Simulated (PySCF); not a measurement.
Checking a proposed structure

A compound C₅H₈NPSi gives the data below (simulated from a calculation) and was assigned the structure `Cc1ccpc([SiH3])n1`.

13C{1H} NMR (computed): δ 205.8 (C), 185.2 (CH), 156.3 (CH), 127.7 (C), 33.9 (CH3).

1H NMR (300 MHz, computed): δ 9.86 (m, 1H), 9.22 (m, 1H), 4.53 (s, 3H), 3.10 (m, 3H).

Theory: GFN2-xTB geometry, PBE0/pcSseg-1 with gauge-including orbitals, in PySCF (no relativistic terms, single conformer, rapidly exchanging positions averaged, no solvent model).

Shifts are taken against calculated references (same method and geometry level): TMS for 1H, 13C.

Problem. Compare with the shifts computed for the proposed structure, pairing carbons in order of shift.

Solution. Atoms are numbered as in `[CH3:1][c:2]1[cH:3][cH:4][p:5][c:6]([SiH3:7])[n:8]1` (H(Xn): hydrogen on atom n).

| atom | computed for proposal | given list | difference |
| --- | --- | --- | --- |
| C6 | 212.2 | 205.8 | +6.4 |
| C4 | 173.8 | 185.2 | -11.4 |
| C2 | 158.4 | 156.3 | +2.1 |
| C3 | 125.3 | 127.7 | -2.4 |
| C1 | 30.5 | 33.9 | -3.4 |

The rms difference is 6.2 ppm and the largest -11.4 ppm at C4 (aromatic CH). The carbon types in order of shift don't match either: C, CH, C, CH, CH3 for the proposal against C, CH, CH, C, CH3 in the data. The proposal doesn't fit.

Problem. Which isomer fits?

Solution. SMILES Cc1ncc([SiH3])cp1.

- δC 205.8: substituted aromatic carbon next to a ring nitrogen.
- δC 156.3: aromatic CH next to a ring nitrogen; the adjacent pyridine-type nitrogen withdraws density from it.
- δH 9.86: hydrogen on an aromatic CH; the ring current deshields protons in the ring plane.
- δH 9.22: hydrogen on an aromatic CH next to a ring nitrogen; ring current plus the neighbouring ring nitrogen.

Other isomers checked: Cc1cpcnc1[SiH3] (rms 13.8 ppm); C=C/C([SiH3])=P\CC#N (rms 24.2 ppm).

This is the structure that produced the data.

Splittings by 31P in the carbon and heteronuclear signals aren't shown, as no couplings were computed. Shifts are as computed. Against solution values, carbons near 30 ppm lie about +3 ppm off and those near 130 ppm about +5 ppm. Of 1211 compounds with measured shifts, 218 miss one by over three times the rms of a fit or turn the order of signals round; such compounds aren't used in these exercises. No couplings were computed; multiplicities are counted from neighbouring protons, with m where these are inequivalent, close in shift, in a saturated or five-membered ring or joined by F or P, and br s for small geminal =CH2 splittings.
